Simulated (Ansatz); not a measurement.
Input:

```yaml
crystal:
  periodic: [false, false, false]
  atoms:
    - { symbol: W, position_ang: [-0.538822, -0.547744, 0.322925] }
    - { symbol: Cl, position_ang: [-0.017974, -0.020302, 2.511045] }
    - { symbol: H, position_ang: [1.035862, -0.151777, 0.000132] }
    - { symbol: H, position_ang: [-0.149841, 1.028446, -0.000856] }
    - { symbol: H, position_ang: [-1.759622, 0.265536, -0.53951] }
    - { symbol: H, position_ang: [0.279981, -1.765687, -0.53865] }
    - { symbol: H, position_ang: [-0.09521, -0.103006, -1.235848] }
    - { symbol: Br, position_ang: [2.545328, 2.649071, 1.510879] }
    - { symbol: H, position_ang: [1.646597, 1.714663, 2.146082] }
basis:
  gaussian: { orbitals: def2-SVP }
hamiltonian:
  xc: pbe
  dispersion: d4
neb:
  order_check: false
  images: 9
  f_tol: 0.05
  max_iterations: 34
  optimiser: lbfgs
  climbing: immediate
  final_atoms:
    - { symbol: W, position_ang: [0.249671, 0.25900178, -0.36962328] }
    - { symbol: Cl, position_ang: [0.07188152, 0.08645386, 2.70850531] }
    - { symbol: H, position_ang: [1.44552745, -0.59912311, 0.42348956] }
    - { symbol: H, position_ang: [-0.64031661, 1.43572638, 0.41668406] }
    - { symbol: H, position_ang: [-1.35175891, -0.10033068, 0.07538052] }
    - { symbol: H, position_ang: [-0.07120788, -1.34950143, 0.07899471] }
    - { symbol: H, position_ang: [0.31790973, 0.32326035, -2.09741588] }
    - { symbol: Br, position_ang: [1.93909842, 1.99286175, 0.24937827] }
    - { symbol: H, position_ang: [0.98549429, 1.0208511, 2.69080573] }
  initial_path:
    images:
      - { positions_ang: [[-0.538822, -0.547744, 0.322925], [-0.017974, -0.020302, 2.511045], [1.035862, -0.151777, 0.000132], [-0.149841, 1.028446, -0.000856], [-1.759622, 0.265536, -0.53951], [0.279981, -1.765687, -0.53865], [-0.09521, -0.103006, -1.235848], [2.545328, 2.649071, 1.510879], [1.646597, 1.714663, 2.146082]] }
      - { positions_ang: [[-0.43123778, -0.43861035, 0.2587743], [-0.01336284, -0.0143246, 2.55726403], [1.17250858, -0.12172738, -0.00021169], [-0.12016555, 1.16633852, -0.00171423], [-1.75187694, 0.21190428, -0.43042211], [0.22391719, -1.75696162, -0.42902196], [-0.0770993, -0.08428393, -1.33224016], [2.41356792, 2.5126883, 1.3876392], [1.53004771, 1.59417677, 2.16613162]] }
      - { positions_ang: [[-0.32365356, -0.3294767, 0.1946236], [-0.00875167, -0.00834719, 2.60348307], [1.30915516, -0.09167776, -0.00055537], [-0.09049009, 1.30423104, -0.00257247], [-1.74413188, 0.15827256, -0.32133422], [0.16785337, -1.74823623, -0.31939392], [-0.05898859, -0.06556185, -1.42863233], [2.28180784, 2.37630559, 1.2643994], [1.41349842, 1.47369053, 2.18618124]] }
      - { positions_ang: [[-0.21606934, -0.22034304, 0.13047291], [-0.00414051, -0.00236979, 2.6497021], [1.44580174, -0.06162813, -0.00089906], [-0.06081464, 1.44212356, -0.0034307], [-1.73638683, 0.10464085, -0.21224633], [0.11178956, -1.73951085, -0.20976588], [-0.04087789, -0.04683978, -1.52502449], [2.15004776, 2.23992289, 1.1411596], [1.29694914, 1.3532043, 2.20623086]] }
      - { positions_ang: [[-0.10848512, -0.11120939, 0.06632221], [0.00047065, 0.00360762, 2.69592113], [1.58244833, -0.03157851, -0.00124274], [-0.03113919, 1.58001608, -0.00428894], [-1.72864177, 0.05100913, -0.10315844], [0.05572575, -1.73078546, -0.10013785], [-0.02276718, -0.02811771, -1.62141665], [2.01828768, 2.10354019, 1.0179198], [1.18039985, 1.23271806, 2.22628048]] }
      - { positions_ang: [[-0.0009009, -0.00207574, 0.00217151], [0.00508182, 0.00958502, 2.74214016], [1.71909491, -0.00152889, -0.00158643], [-0.00146374, 1.7179086, -0.00514717], [-1.72089671, -0.00262259, 0.00592945], [-0.00033807, -1.72206008, 0.00949019], [-0.00465648, -0.00939564, -1.71780881], [1.8865276, 1.96715748, 0.89468], [1.06385056, 1.11223183, 2.24633011]] }
      - { positions_ang: [[0.04921348, 0.05013976, -0.07218745], [0.01844176, 0.02495879, 2.73541319], [1.66438142, -0.12104773, 0.08342877], [-0.12923431, 1.66147215, 0.07921907], [-1.64706915, -0.02216421, 0.01981966], [-0.01451203, -1.64754835, 0.0233911], [0.05985676, 0.05713556, -1.79373023], [1.89704177, 1.97229834, 0.76561965], [1.0481793, 1.09395568, 2.33522523]] }
      - { positions_ang: [[0.09932786, 0.10235527, -0.1465464], [0.0318017, 0.04033256, 2.72868622], [1.60966793, -0.24056658, 0.16844397], [-0.25700489, 1.60503571, 0.16358532], [-1.57324159, -0.04170583, 0.03370987], [-0.02868599, -1.57303662, 0.037292], [0.12437001, 0.12366676, -1.86965164], [1.90755593, 1.97743919, 0.63655931], [1.03250805, 1.07567954, 2.42412036]] }
      - { positions_ang: [[0.14944224, 0.15457077, -0.22090536], [0.04516164, 0.05570632, 2.72195925], [1.55495443, -0.36008542, 0.25345916], [-0.38477546, 1.54859927, 0.24795157], [-1.49941403, -0.06124744, 0.04760009], [-0.04285996, -1.49852489, 0.05119291], [0.18888325, 0.19019796, -1.94557306], [1.91807009, 1.98258004, 0.50749896], [1.0168368, 1.05740339, 2.51301548]] }
      - { positions_ang: [[0.19955662, 0.20678628, -0.29526432], [0.05852158, 0.07108009, 2.71523228], [1.50024094, -0.47960427, 0.33847436], [-0.51254604, 1.49216282, 0.33231782], [-1.42558647, -0.08078906, 0.0614903], [-0.05703392, -1.42401316, 0.06509381], [0.25339649, 0.25672916, -2.02149447], [1.92858426, 1.9877209, 0.37843862], [1.00116554, 1.03912724, 2.6019106]] }
      - { positions_ang: [[0.249671, 0.25900178, -0.36962328], [0.07188152, 0.08645386, 2.70850531], [1.44552745, -0.59912311, 0.42348956], [-0.64031661, 1.43572638, 0.41668406], [-1.35175891, -0.10033068, 0.07538052], [-0.07120788, -1.34950143, 0.07899471], [0.31790973, 0.32326035, -2.09741588], [1.93909842, 1.99286175, 0.24937827], [0.98549429, 1.0208511, 2.69080573]] }
```

Run as:

```bash
$ ansatz run input.yaml --threads 2 --pin off --max-ram 3072MiB --backend cpu --events-out ev --progress --plain --runs-dir out
```

Hardware: 2 threads of Arm Neoverse V1, with other jobs on the host.

Roughly how long does this run take, and how much memory?

16 min, with a peak of 0.24 GiB, for 34 band iterations.
